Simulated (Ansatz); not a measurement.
Geometry optimisation, RKS PBE0/6-31G* (Ansatz).

input.yaml

```yaml
crystal:
  periodic: [false, false, false]
  atoms:
    - { symbol: Si, position_ang: [0.185838, 0.845393, 0.598433] }
    - { symbol: H, position_ang: [1.495979, 0.946564, -1.794588] }
    - { symbol: O, position_ang: [-0.875343, 0.283325, -0.53376] }
    - { symbol: C, position_ang: [-1.54718, -0.949004, -0.373906] }
    - { symbol: H, position_ang: [0.540123, 2.210259, 0.159231] }
    - { symbol: H, position_ang: [-0.452771, 0.82849, 1.947887] }
    - { symbol: H, position_ang: [2.171063, 0.809082, -1.663906] }
    - { symbol: S, position_ang: [2.001543, -0.306969, 0.747041] }
    - { symbol: H, position_ang: [-2.449898, -0.923092, -0.989666] }
    - { symbol: H, position_ang: [-1.843564, -1.124917, 0.670111] }
    - { symbol: H, position_ang: [-0.913948, -1.779825, -0.706226] }
    - { symbol: H, position_ang: [1.688258, -0.839305, 1.939349] }
basis:
  gaussian: { orbitals: "6-31G*" }
hamiltonian:
  xc: pbe0
relax:
  f_tol: 0.03
  max_steps: 50
output:
  orbitals: {}
```

Command:

```bash
$ ansatz run input.yaml --threads 2 --pin off --max-ram 3072MiB --backend cpu --events-out ev --progress --plain --runs-dir out
```

Task: Where does it end, and by what steps?

Result: The run converged. The force dipped under the threshold on the way, but the program's further checks kept it going. After 42 steps the energy has fallen by 0.174 eV; H7 moved furthest, 2.47 Å.

```
step  energy less start (eV)  largest force component (eV/Å)  accepted
   0                  0.0000                           1.747       yes
   2                 -0.1220                           0.121       yes
   4                 -0.1323                           0.447       yes
   6                 -0.1433                           0.093       yes
   8                 -0.1452                           0.050       yes
  10                 -0.1467                           0.143       yes
  12                 -0.1477                           0.347       yes
  14                 -0.1519                           0.054       yes
  16                 -0.1560                           0.273       yes
  18                 -0.1584                           0.132       yes
  20                 -0.1568                           0.412        no
  22                 -0.1615                           0.153       yes
  24                 -0.1633                           0.093       yes
  26                 -0.1661                           0.068       yes
  28                 -0.1674                           0.094       yes
  30                 -0.1693                           0.126       yes
  32                 -0.1702                           0.132       yes
  34                 -0.1715                           0.040       yes
  36                 -0.1720                           0.053       yes
  38                 -0.1727                           0.065       yes
  40                 -0.1734                           0.055       yes
  42                 -0.1737                           0.018       yes
```

```xyz
12
Properties=species:S:1:pos:R:3
Si 0.371 0.827 1.167
H 0.511 0.886 -2.775
O -0.071 0.335 -0.349
C -0.852 -0.823 -0.562
H 1.148 2.069 0.974
H -0.844 1.018 2.008
H 0.549 0.892 -3.519
S 1.672 -0.525 2.212
H -1.106 -0.866 -1.624
H -1.783 -0.796 0.020
H -0.294 -1.731 -0.299
H 0.698 -1.286 2.749
```

Whether the end is a true minimum wasn't checked by a vibrational analysis.

Run time: 120 s on 2 threads of Arm Neoverse V1 (shared host), peak memory 0.18 GiB.
